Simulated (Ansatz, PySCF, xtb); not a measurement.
Gas-phase reaction in SMILES: OCC(F)(F)F + 4 C (CH4) → CC (C2H6) [ethane] + 3 CF (CH3F) [fluoromethane] + CO (CH4O) [methanol]
Geometries: B3LYP-D3(BJ)/def2-TZVP minima from Ansatz (an electronic-structure program), one conformer each, not searched for the lowest. Frequencies are from Ansatz or PySCF.
Geometry of the first species:
SMILES: OCC(F)(F)F
```xyz
9

O     -1.9900    -0.0442     0.2811
C     -0.8259     0.7250     0.4424
C      0.4169    -0.0080    -0.0350
F      0.3021    -0.3471    -1.3409
F      1.5044     0.7780     0.0857
F      0.6476    -1.1369     0.6499
H     -2.1371    -0.2001    -0.6591
H     -0.7094     0.9253     1.5067
H     -0.8661     1.6794    -0.0933
```
Charge 0, spin multiplicity 1.

Property: bond separation energy (enthalpy at 298 K, with B3LYP-D3(BJ) rigid-rotor harmonic-oscillator terms), in kcal/mol. Cores are frozen in the correlated levels unless marked. Spin-orbit coupling is left out. No relativistic terms. CBS marks a two-point X^-3 extrapolation of the correlation energy; Hartree-Fock from the larger set. The bracket is a focal-point correction in the basis named.

```tsv
level	program	bond separation energy (kcal/mol)	minus last row
GFN2-xTB	xtb	23.2	-22.6
HF/STO-3G	Ansatz	38.5	-7.3
HF/cc-pVTZ	Ansatz	44.5	-1.3
HF-D4/def2-TZVPD	PySCF + dftd4	44.0	-1.8
PBE-D4/def2-TZVPD	Ansatz + dftd4	44.6	-1.2
BLYP-D3(BJ)/def2-TZVPD	Ansatz + dftd3	40.2	-5.6
revPBE-D3(BJ)/def2-TZVPD	Ansatz + dftd3	41.8	-4.0
r2SCAN/def2-TZVPD	Ansatz	49.6	3.8
PBE0/STO-3G	Ansatz	47.6	1.8
PBE0-D3(BJ)/def2-TZVP	Ansatz + dftd3	47.3	1.5
PBE0/def2-TZVP	Ansatz	47.0	1.2
PBE0/def2-QZVPP	Ansatz	45.4	-0.4
TPSSh-D3(BJ)/def2-TZVPD	PySCF + dftd3	40.1	-5.7
HSE06-D3(BJ)/def2-TZVPD	Ansatz + dftd3	45.0	-0.8
B2PLYP-D3(BJ)/def2-TZVPD	Ansatz + dftd3	43.5	-2.3
B2PLYP-D4/def2-TZVPD	Ansatz + dftd4	43.7	-2.1
MP2/6-31G*	Ansatz	57.9	12.1
MP2/cc-pVDZ	Ansatz	54.8	9.0
SCS-MP2/6-31G	Ansatz	44.0	-1.8
CCSD(T)/cc-pwCVTZ	Ansatz	49.6	3.8
RI-MP2/CBS(cc-pVTZ,cc-pVQZ)+[CCSD(T)-MP2]/cc-pVTZ	Ansatz	45.8	0.0
```
